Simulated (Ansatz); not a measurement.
Basis-set extrapolation for `C[Si](S)(Cl)Cl` (PBE0-D4/def2-TZVP geometry, frozen core, Ansatz 0.2.0). Multiplicity 1, RHF reference.

```
                       def2-TZVPP    def2-QZVPP
                 HF  -1645.885364  -1645.932839
    MP2 correlation     -0.850108     -0.927066
CCSD(T) correlation     -0.954480       not run
```

Energies in hartree. Use E(X) = E(∞) + A·exp(−7.88·√X) for Hartree–Fock and E(X) = E(∞) + B·X^(−2.97) for correlation, with X = 3 and 4, and add CCSD(T) minus MP2 of the smaller set to the MP2 limit.

Problem. What is the CCSD(T) energy at the basis-set limit?

Solution. HF limit: -1645.932839 + (-0.047475) × 0.13774 = -1645.93938. MP2 limit: -0.927066 + (-0.076958) × 0.74074 = -0.98407. Higher-order term: -0.954480 − (-0.850108) = -0.10437. Total: -1647.02782 hartree, 5.12 eV below CCSD(T)/def2-TZVPP.
